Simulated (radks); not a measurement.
The numbers below are computed, except where a source is named.
Excited configurations of Ti: one electron is placed in a higher orbital outside [Ar] 3d2 4s1. The ground configuration is [Ar] 3d2 4s2. Code: a radial shooting solver on a logarithmic mesh with Libxc functionals. Model: scalar-relativistic Kohn-Sham, SCAN, spin-unpolarised, spherical densities, finite nucleus; meta-GGA in the generalised Kohn-Sham scheme; Fermi nuclear charge, rms radius 3.5921 fm. Excitation = E - E(ground); binding = E(ion) - E, where the ion is the core of charge +1; n* = 1/sqrt(2 binding) in atomic units, and the quantum defect is n - n*.

outer orbital  excitation (eV)  binding (eV)     n*  quantum defect  eigenvalue (eV)  <r> (bohr)
4p                       3.226         4.202  1.799           2.201           -2.085       4.576
4d                       5.956         1.472  3.040           0.960           -0.652       10.30
4f                       6.605         0.823  4.066          -0.066           -0.388       18.40
5d                       6.537         0.891  3.907           1.093           -0.499       20.19
5f                       6.864         0.564  4.910           0.090           -0.325       31.37
6p                       6.529         0.899  3.891           2.109           -0.597       21.74
6d                       6.873         0.555  4.952           1.048           -0.359       33.17
6f                       7.058         0.370  6.066          -0.066           -0.252       47.41
7d                       7.048         0.381  5.980           1.020           -0.265       49.17

Estimate the row for 7p.

Answer. excitation (eV) 6.864; binding (eV) 0.565; n* 4.909; quantum defect 2.091; eigenvalue (eV) -0.398; <r> (bohr) 34.88. The Delta-SCF ionisation energy is 7.428 eV (NIST Atomic Spectra Database: 6.828 eV, measured). Self-interaction in the functional shifts the binding energies and quantum defects, so they are the method's values and not measured ones. Spin polarisation and multiplet splitting are left out, so open shells lie too high by an amount that depends on their filling.

Beside tabulated values, note that spin-unpolarised runs miss the spin-polarisation part of the exchange energy of open shells.
